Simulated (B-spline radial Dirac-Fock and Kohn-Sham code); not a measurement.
**3p3/2 emission of Pb⁶⁺**

System: lead as Pb⁶⁺, [Xe] 4f14 5d8.

The run's input, task.json:

```json
{"items": [{
  "Z": 82,
  "q": 6,
  "cfg": [[1, 0, 2], [2, 0, 2], [2, 1, 6], [3, 0, 2], [3, 1, 6], [3, 2, 10], [4, 0, 2], [4, 1, 6], [4, 2, 10], [4, 3, 14], [5, 0, 2], [5, 1, 6], [5, 2, 8]],
  "A": 208,
  "rrms": 5.5012,
  "do": ["binding", "quiet", "decay"],
  "holes": ["K", "L1", "L2", "L3", "M1", "M2", "M3", "M4", "M5", "N1", "N2", "N3", "N4", "N5", "N6", "N7"]
}]}
```

Command: `python xray_run.py task.json out`

Method: independent-particle rates on relativistic LDA orbitals of the hole state (multipoles up to L = 3, Coulomb Auger matrix elements, transition energies from Dirac-Fock). Computed with a radial finite-basis atomic code.

```tsv
line	multipole	energy (eV)	rate (s⁻¹)	share (%)
M3-M4	E1	–	1.94e+11	0.195
M3-M5	E1	–	3.25e+12	3.28
M3-N1	E1	2172.7	1.53e+13	15.4
M3-N2	E2	2302.1	4.31e+10	0.0435
M3-N3	E2	2422.4	3.62e+10	0.0366
M3-N4	E1	–	7.69e+12	7.77
Mγ (M3-N5)	E1	–	5.95e+13	60.0
M3-O1	E1	2921.1	3.43e+12	3.46
M3-N6	E2	2931.1	1.05e+11	0.106
M3-N7	E2	2935.9	6.18e+11	0.624
M3-O4	E1	3058.0	1.01e+12	1.02
M3-O5	E1	3061.1	7.90e+12	7.98
```

The listed lines hold 100.0 % of the radiative rate. A dash stands for an energy that rests on an unreliable hole state. The radiative width is 0.0652 eV in the length form and 0.0646 eV in the velocity form; the two differ because the transition energies are not eigenvalue differences of the potential that gave the orbitals.
